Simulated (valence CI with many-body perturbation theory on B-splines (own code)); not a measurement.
Zr7+: magnetic and hyperfine properties of the levels

Calculated by configuration interaction combined with many-body perturbation theory (CI+MBPT): five valence electrons over a frozen Dirac-Fock core [Ar] 3d10, a basis of 9 s, 9 p, 8 d, 6 f, 3 g, 1 h functions for each j, with the one-electron correlation potential Σ1 (screened to all orders), the two-electron term Σ2, the three-electron term Σ3, Breit, model QED; selected single and double excitations, second order for the rest, scaled by the run's own slope (own B-spline code, finite nucleus).

No measured spectrum was set against this ion. As an estimate, levels hold to about 250 cm⁻¹ or 0.2 % of their energy and the worst to 1 %, as in measured heavy ions of charge 2 to 7; those with d or f electrons hold less well. Among the levels kept, up to 800 cm⁻¹ of a level comes from second order outside the variational space, and about a tenth of that is noise between levels of different J, which matters for small intervals.

A/g_I is the dipole constant over the nuclear g factor μ/I (μ in nuclear magnetons, uniformly magnetised nucleus), B/Q the quadrupole constant per barn. Both hold the static response of the core; the bare values leave it out. Large factors of s and p1/2 electrons are usually good to 5 to 10 %; those of open d and f shells near neutrality can be off by tens of per cent, and small factors of p3/2, d and f electrons come from cancelling terms and can be off by a factor of two or in sign, in half-filled shells by more. B is blank for J = 1/2, where it vanishes, and for nearly pure S terms. Energies count from the lowest level.

Names give the largest LS component (configuration and term), which can be under half, so a name can repeat, a term be missing and a line seem to break the LS rules; names also repeat where a configuration has a term twice. Letters in brackets count levels of one name in rising energy.

```tsv
Level	E (eV)	g	A/g_I (MHz)	A/g_I bare	B/Q (MHz/b)	B/Q bare
4s²4p³ ⁴S°_3/2	0.000	1.932	653	387		
4s²4p³ ²D°_3/2	2.889	0.943	2170	2060	4720	4300
4s²4p³ ²D°_5/2	3.604	1.200	5140	4730	-41.1	-34.2
4s²4p³ ²P°_1/2	5.777	0.665	14900	13900		
4s²4p³ ²P°_3/2	6.917	1.260	2820	2580	-5140	-4670
4s4p⁴ ⁴P_5/2	23.327	1.588	12800	11900	4410	4020
4s4p⁴ ⁴P_3/2	24.582	1.721	11100	10300	-3730	-3400
4s4p⁴ ⁴P_1/2	25.035	2.645	28200	26100		
4s4p⁴ ²D_3/2	28.700	0.833	-4070	-3780	-6440	-5870
4s4p⁴ ²D_5/2	29.067	1.213	14100	13100	-9350	-8510
4s4p⁴ ²S_1/2	32.859	1.519	28900	26900		
4s4p⁴ ²P_3/2	33.045	1.311	-435	-468	2820	2560
4s4p⁴ ²P_1/2	35.079	1.159	26400	24600		
4s²4p²4d ⁴F_3/2	36.531	0.473	1570	1560	-115	-161
4s²4p²4d ⁴F_5/2	37.041	1.081	648	609	1400	1200
4s²4p²4d ⁴F_7/2	37.830	1.254	809	723	904	738
4s²4p²4d ²F_5/2 [a]	38.042	0.968	3700	3430	-1430	-1330
4s²4p²4d ⁴D_1/2	38.450	0.028	5690	5450		
4s²4p²4d ²F_7/2 [a]	38.570	1.262	1920	1750	1650	1470
4s²4p²4d ⁴D_3/2	38.585	1.144	2680	2470	-2040	-1840
4s²4p²4d ⁴F_9/2	38.661	1.315	2030	1850	-3360	-3150
4s²4p²4d ⁴D_5/2	39.222	1.214	2270	2090	-1430	-1320
4s²4p²4d ⁴D_7/2	40.484	1.267	1530	1390	1580	1400
4s²4p²4d ²P_3/2 [a]	41.622	1.296	-1370	-1320	703	623
4s²4p²4d ²G_7/2	42.025	0.917	2940	2740	8300	7460
4s²4p²4d ²G_9/2	42.460	1.129	2110	1960	10000	9030
4s²4p²4d ⁴P_5/2	43.025	1.563	487	377	208	184
4s²4p²4d ²P_1/2 [a]	43.159	0.990	8910	8370		
4s²4p²4d ⁴P_3/2	43.412	1.548	1010	864	-388	-342
4s²4p²4d ⁴P_1/2	43.862	2.275	-276	-533		
4s²4p²4d ²D_3/2 [a]	44.123	0.979	2040	1910	1300	1160
4s²4p²4d ²D_5/2 [a]	45.290	1.211	2390	2200	-1380	-1290
4s²4p²4d ²D_3/2 [b]	46.121	0.853	2440	2280	-363	-315
4s²4p²4d ²D_5/2 [b]	46.420	1.197	1380	1290	6420	5800
4s²4p²4d ²P_1/2 [b]	46.848	0.856	-3350	-3060		
4s²4p²4d ²F_5/2 [b]	47.364	0.961	1470	1390	1610	1430
4s²4p²4d ²P_3/2 [b]	48.040	1.298	917	832	-2130	-1920
4s²4p²4d ²S_1/2	48.112	1.865	9600	8950		
4s²4p²4d ²F_7/2 [b]	48.140	1.140	2510	2310	-1260	-1190
4s²4p²4d ²D_3/2 [c]	50.109	0.809	1600	1530	1440	1280
```

Take the isotope of mass number 91, with I = 5/2, μ = -1.3022 μN and Q = -0.176 b. What is the hyperfine structure of 4s4p⁴ ⁴P_3/2?

From the table A = -5800 MHz, B = 657 MHz. Shifts from the centre of gravity in MHz: F = 1: 30900, F = 2: 18800, F = 3: 1090, F = 4: -21600.
